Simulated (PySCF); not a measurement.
Löwdin shares of the frontier orbitals

Compound: C₄H₁₄Si₃.
Z-matrix (Å and degrees, PBE0-D3(BJ)/def2-SVP geometry), rows numbered from 1:
```
Si
C   1  1.8967
Si  2  1.8968  1  109.59
Si  2  1.8953  1  107.92  3  -117.21
C   2  1.5313  1  107.39  3   116.42
C   5  1.5044  2  123.52  1    82.10
C   6  1.5002  5   60.07  2   112.50
H   1  1.4952  2  111.26  3    56.94
H   1  1.4966  2  109.20  3   -63.21
H   1  1.4958  2  110.07  3   177.62
H   3  1.4966  2  109.29  1    60.13
H   3  1.4955  2  110.06  1   179.32
H   3  1.4953  2  111.15  1   -59.97
H   4  1.4934  2  108.17  1    57.21
H   4  1.4960  2  111.85  1   -61.86
H   4  1.4961  2  111.90  1   176.34
H   5  1.0981  2  112.60  1   -60.95
H   6  1.0935  5  118.02  7  -107.53
H   6  1.0929  5  118.02  7   108.98
H   7  1.0930  5  118.04  6  -108.90
H   7  1.0935  5  118.12  6   107.60
```

Computed with TDDFT CAM-B3LYP/def2-SVPD, vertical, gas phase, core orbitals frozen in the response in PySCF 2.14.0, density-fitted response routines.

Kohn–Sham orbitals with the atoms that hold most of them (Löwdin shares over 4%, at most four atoms; ? is withheld):

```csv
orbital,ε (eV),atoms
LUMO+2,1.47,"Si4 22%, Si3 18%, H15 8%, Si1 7%"
LUMO+1,1.22,"Si4 17%, Si3 14%, Si1 14%, C2 8%"
LUMO,?,?
HOMO,-8.97,"C2 21%, C5 18%, C6 12%, C7 12%"
HOMO-1,-9.49,?
HOMO-2,-10.35,"C7 15%, C6 15%, C2 14%, C5 8%"
HOMO-3,-10.66,"Si1 18%, Si3 18%, H12 13%, H10 12%"
```

(1) Give the leading atoms of the LUMO.

(2) Which atoms hold the HOMO-1, and with what shares?

(3) What is the LUMO energy, and the HOMO–LUMO gap?

## Answers

(1) Si3 (bonded to C and 3 H) 15%; Si1 (bonded to C and 3 H) 15%; Si4 (bonded to C and 3 H) 13%; H14 (bonded to Si) 4%. By element: silicon 43%, hydrogen 4% or more.

(2) C2 (bonded to C and 3 Si) 24%; C7 (bonded to 2 C and 2 H) 13%; C6 (bonded to 2 C and 2 H) 12%; Si4 (bonded to C and 3 H) 10%. By element: carbon 50% or more, silicon 10% or more.

(3) ε(LUMO) = 1.12 eV; the gap is 10.08 eV (0.3706 hartree).

How does S1 compare with the orbital gap of 10.08 eV?

S1 is at 7.23 eV (f = 0.020), 2.85 eV below the gap, made of HOMO→LUMO (52%), HOMO→LUMO+1 (40%). 

Next come S2 at 7.44 eV (f 0.019), HOMO→LUMO+2 (79%), HOMO→LUMO+3 (12%); S3 at 7.47 eV (f 0.015), HOMO→LUMO+3 (52%), HOMO→LUMO+4 (18%); S4 at 7.68 eV (f 0.046), HOMO→LUMO+1 (40%), HOMO→LUMO (34%); S5 at 7.72 eV (f 0.026), HOMO-1→LUMO (44%), HOMO-1→LUMO+1 (42%).

Time: 8.0 min of wall time (grids of density and orbitals included); peak memory 1.3 GiB. Hardware: one thread of an Intel Xeon at 2.70 GHz, shared host.

Without π bonds the low states are Rydberg-like; a valence basis with one diffuse set may place them up to an eV too high.
